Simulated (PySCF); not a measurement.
## Working with the constants of MgI⁻

RHF-CCSD(T) constants of MgI⁻, ¹Σ⁺ (singlet), closed shell (PySCF, scalar-relativistic core potentials, basis sets Mg def2-SVPD, I def2-SVPD with ECP28; masses 23.9850 and 126.9045 u):

| Property | Result |
| --- | --- |
| ωe | 152.9 cm⁻¹ |
| ωexe | 1.34 cm⁻¹ |
| Be | 0.093087 cm⁻¹ |
| αe | 0.000994 cm⁻¹ |
| D (centrifugal) | 1.38e-07 cm⁻¹ |
| De to Mg + I⁻ | 0.66 eV |

Task: Give the vibrational terms G(v) and spacings up to v = 6.

Result: G(v) = ωe(v+½) − ωexe(v+½)².

```json
{"v": "0", "G(v) (cm⁻¹)": "76.1", "G(v) − G(v−1)": "", "Bv (cm⁻¹)": "0.09259"}
{"v": "1", "G(v) (cm⁻¹)": "226.3", "G(v) − G(v−1)": "150.2", "Bv (cm⁻¹)": "0.09160"}
{"v": "2", "G(v) (cm⁻¹)": "373.9", "G(v) − G(v−1)": "147.5", "Bv (cm⁻¹)": "0.09060"}
{"v": "3", "G(v) (cm⁻¹)": "518.7", "G(v) − G(v−1)": "144.9", "Bv (cm⁻¹)": "0.08961"}
{"v": "4", "G(v) (cm⁻¹)": "660.9", "G(v) − G(v−1)": "142.2", "Bv (cm⁻¹)": "0.08861"}
{"v": "5", "G(v) (cm⁻¹)": "800.4", "G(v) − G(v−1)": "139.5", "Bv (cm⁻¹)": "0.08762"}
{"v": "6", "G(v) (cm⁻¹)": "937.2", "G(v) − G(v−1)": "136.8", "Bv (cm⁻¹)": "0.08663"}
```

Task: How well does the Morse estimate ωe²/(4ωexe) reproduce De, and what is D0?

Result: It gives 0.54 eV, 82 % of the computed De. D0 = De − G(0) = 0.66 − 0.01 = 0.65 eV.

Correlated steps freeze 5 core orbitals. Correlated levels converge slowly with the basis: in double zeta they bind strong bonds too weakly, by up to about 1 eV, and carry superposition errors of some tenths. Spin–orbit coupling is left out. For an ion De counts to the pair picked by the measured ionisation energies or electron affinities, which need not be the lowest pair at this level.
